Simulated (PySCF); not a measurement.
VOCl, SMILES [O]=[V][Cl] (connectivity only; charge and spin as stated), neutral, multiplicity 3. Atoms are numbered in the order given.

```xyz
3

V      0.2624    -0.5521     0.0000
O     -0.4616    -1.9608     0.0000
Cl    -0.1378     1.6696     0.0000
```
Charge 0, spin multiplicity 3.

Geometry: B3LYP-D3(BJ)/def2-TZVP. The spin state was assumed, not searched.

Computed with TDA-PBE/def2-SVPD in PySCF.

Vertical excitations. 

| state | energy (eV) | λ (nm) | f | main pairs |
|---|---|---|---|---|
| root 1 | 0.45 | 2773 | 0.001 | α HOMO−1→LUMO 99 % |
| root 2 | 0.52 | 2391 | 0.000 | α HOMO→LUMO 99 % |
| root 3 | 1.47 | 845 | 0.002 | α HOMO→LUMO+1 81 %, α HOMO−1→LUMO+2 18 % |
| root 4 | 1.49 | 832 | 0.001 | α HOMO−1→LUMO+1 71 %, α HOMO→LUMO+2 28 % |
| root 5 | 1.96 | 632 | 0.001 | α HOMO−1→LUMO+2 81 %, α HOMO→LUMO+1 18 % |
| root 6 | 2.04 | 607 | 0.003 | α HOMO→LUMO+2 71 %, α HOMO−1→LUMO+1 28 % |
| root 7 | 3.13 | 396 | 0.006 | α HOMO−2→LUMO 98 % |
| root 8 | 3.24 | 383 | 0.003 | α HOMO−3→LUMO 100 % |
| root 9 | 3.61 | 343 | 0.000 | α HOMO−4→LUMO 94 % |
| root 10 | 3.95 | 314 | 0.003 | α HOMO→LUMO+3 96 % |
Unrestricted roots are not spin-pure.
